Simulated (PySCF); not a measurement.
LDA on Te⁺ (tellurium, charge +1)

Configuration: [Kr] 4d10 5s1 5p4, 5s spin antiparallel (an excited configuration). All numbers are calculated (PySCF 2.14, the spin-free X2C one-electron Hamiltonian (Gaussian nucleus), in x2c-TZVPPall).

| Property | Result |
| --- | --- |
| Total energy | -6786.60 hartree |
| One-electron energy | -9298.90 hartree |
| Hartree (Coulomb) energy | 2683.19 hartree |
| Exchange-correlation energy | -170.88 hartree |
| ⟨S²⟩ | 1.7505 |
| ⟨L²⟩ | 2.012 |
| Sum of ⟨r⟩ | 34.44 bohr |
| Sum of ⟨r²⟩ | 51.31 bohr² |
| Traceless quadrupole moment −½Σ⟨3z² − r²⟩ along its main axis | -2.54 e·bohr² |
| Langevin diamagnetic susceptibility | -40.6 ×10⁻⁶ cm³/mol |

| shell | electrons | mean orbital energy (eV) | spread (eV) | rms radius, mean of both spins (bohr) |
| --- | --- | --- | --- | --- |
| 1s α | 1 | -31539.2 | 0 | 0.0319 |
| 1s β | 1 | -31539.2 | 0 | 0.0319 |
| 2s β | 1 | -4848.0 | 0 | 0.130 |
| 2s α | 1 | -4848.0 | 0 | 0.130 |
| 2p α | 3 | -4359.7 | 0.113 | 0.115 |
| 2p β | 3 | -4359.7 | 0.075 | 0.115 |
| 3s α | 1 | -973.39 | 0 | 0.345 |
| 3s β | 1 | -973.38 | 0 | 0.345 |
| 3p α | 3 | -814.22 | 0.256 | 0.345 |
| 3p β | 3 | -814.21 | 0.216 | 0.345 |
| 3d α | 5 | -571.00 | 0.231 | 0.323 |
| 3d β | 5 | -570.98 | 0.194 | 0.323 |
| 4s α | 1 | -174.40 | 0 | 0.813 |
| 4s β | 1 | -174.37 | 0 | 0.813 |
| 4p α | 3 | -124.83 | 0.554 | 0.876 |
| 4p β | 3 | -124.80 | 0.452 | 0.876 |
| 4d α | 5 | -52.199 | 0.626 | 1.05 |
| 4d β | 5 | -52.157 | 0.459 | 1.05 |
| 5s β | 1 | -24.236 | 0 | 2.13 |
| 5p α | 3 | -14.841 | 0.990 | 2.63 |
| 5p β | 1 | -14.070 | 0 | 2.63 |

With the s spin flipped the determinant is a mixture of two multiplicities, not a spectroscopic state.

Densities and radii are taken from the X2C orbitals without a picture-change correction, which distorts them close to the nucleus.
